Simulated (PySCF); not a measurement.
A PySCF script (with the pyscf-properties extension) for the NMR shieldings of `InChI=1S/C7H13B/c1-2-8-7-5-3-4-6-7/h2,7-8H,1,3-6H2`, on a PBE0-D3(BJ)/def2-SVP geometry:

```python
import basis_set_exchange as bse
import numpy as np
from pyscf import gto, dft
from pyscf.prop import nmr

atoms = """
C     3.801811   -0.574047    0.370241
C     2.494502   -0.845255    0.530502
B     1.408654   -0.119357   -0.302030
C    -0.127900   -0.346638   -0.115040
C    -0.680742    0.778074    0.793807
C    -2.206686    0.740413    0.579909
C    -2.429328    0.045240   -0.780622
C    -1.024849   -0.203519   -1.347874
H     4.590718   -1.076160    0.942605
H     4.132038    0.176128   -0.357271
H     2.218597   -1.607238    1.272283
H     1.780497    0.723190   -1.099133
H    -0.338389   -1.312716    0.381429
H    -0.393043    0.658142    1.849217
H    -0.277665    1.750912    0.461718
H    -2.689400    0.171390    1.389406
H    -2.639246    1.752055    0.610387
H    -3.053109    0.640758   -1.464575
H    -2.952562   -0.913339   -0.637315
H    -0.981964   -1.076290   -2.017888
H    -0.690108    0.667525   -1.937428
"""
names = dict.fromkeys(["C", "B", "H"], "pcSseg-1")
basis = {el: gto.basis.parse(bse.get_basis(n, elements=[el], fmt="nwchem")) for el, n in names.items()}
mol = gto.M(atom=atoms, basis=basis, charge=0, verbose=0)
mf = dft.RKS(mol, xc="PBE0")
mf.grids.level = 2
mf.grids.alignment = dft.numint.BLKSIZE   # the property module wants whole blocks of grid points
mf.conv_tol = 1e-9
mf.kernel()

calc = nmr.RKS(mf)   # GIAO
C = mf.mo_coeff
Co = C[:, mf.mo_occ > 0]
resp = mf.gen_response(singlet=True, hermi=2)
def vind(x):   # induced exchange potential for any number of trial vectors
    d = np.einsum("pi,xij,qj->xpq", C, 2 * x.reshape(-1, C.shape[1], Co.shape[1]), Co, optimize=True)
    return np.einsum("xpq,pi,qj->xij", resp(d - d.transpose(0, 2, 1)), C, Co, optimize=True).ravel()
mo1, _ = nmr.rhf.solve_mo1(calc, with_cphf=vind)
sigma = calc.kernel(mo1)
for i, s in enumerate(sigma):   # ppm
    print("%2d %-2s %9.2f" % (i, mol.atom_pure_symbol(i), np.trace(s) / 3))
```

Question: Give the expected output.

Answer: 
```
 0 C      22.55
 1 C      31.79
 2 B      23.67
 3 C     142.01
 4 C     155.61
 5 C     157.19
 6 C     156.06
 7 C     147.68
 8 H      24.33
 9 H      24.58
10 H      24.21
11 H      24.78
12 H      29.78
13 H      29.98
14 H      30.19
15 H      29.63
16 H      29.52
17 H      29.50
18 H      29.71
19 H      29.45
20 H      29.83
```

These numbers come from an equivalent density-fitted implementation of the same equations, which agrees with the script to about 0.01 ppm for H and up to a few tenths of a ppm for heavy atoms, so last digits may differ.

Question: Turn these shieldings into chemical shifts. Scale: 13C (σ = 184.41 ppm) and 1H (σ = 31.27 ppm) vs TMS; 11B (σ = 100.73 ppm) against BF3·OEt2 (reference shieldings calculated alike).

Answer: Averaging equivalent atoms: C 0: 161.9; C 1: 152.6; C 3: 42.4; C 4/7: 32.8; C 5/6: 27.8; B 2: 77.1; H 10: 7.06; H 8: 6.94; H 9: 6.69; H 11: 6.49; H 16/17: 1.75; H 15/18: 1.60; H 13/19: 1.55; H 12: 1.48; H 14/20: 1.26 ppm. 

Size and cost of the density-fitted run: 201 basis functions, 65 s wall time on 1 thread of an Arm Neoverse N1, shared host; peak memory 0.92 GiB.
